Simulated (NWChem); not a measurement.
Molecule: C$_{5}$H$_{5}$FSi; SMILES C#C[Si](C)(F)C#C

```xyz
12

C      1.3976    -0.1065    -2.4833
C      0.7087    -0.0171    -1.4874
Si    -0.3432     0.0719     0.0000
C     -1.6399    -1.2683     0.0000
F     -1.0736     1.5153     0.0000
C      0.7087    -0.0171     1.4874
C      1.3976    -0.1065     2.4833
H      2.0063    -0.1753    -3.3582
H     -2.2767    -1.1910    -0.8881
H     -2.2767    -1.1910     0.8881
H     -1.1732    -2.2597     0.0000
H      2.0063    -0.1753     3.3582
```
Atoms are numbered in this order, from 1.

Structure relaxed at the B3LYP/6-31G* (spherical d) level.

Problem. Give the principal values of the shielding tensors (ppm) of C1, C2, Si3, C4, F5 from PBE0/pcSseg-1, GIAO (NWChem), with their diamagnetic and paramagnetic parts as GIAO splits them.

Solution. 
```
atom    σ11    σ22    σ33  isotropic  diamagnetic  paramagnetic
----  -----  -----  -----  ---------  -----------  ------------
C1     -0.6    1.6  244.2       81.8        260.0        -178.3
C2     -0.2    3.2  291.7       98.2        258.6        -160.3
Si3   322.4  394.3  430.0      382.2        882.2        -500.0
C4    171.8  183.4  192.9      182.7        257.3         -74.6
F5    317.0  354.2  357.2      342.8        473.3        -130.4
```
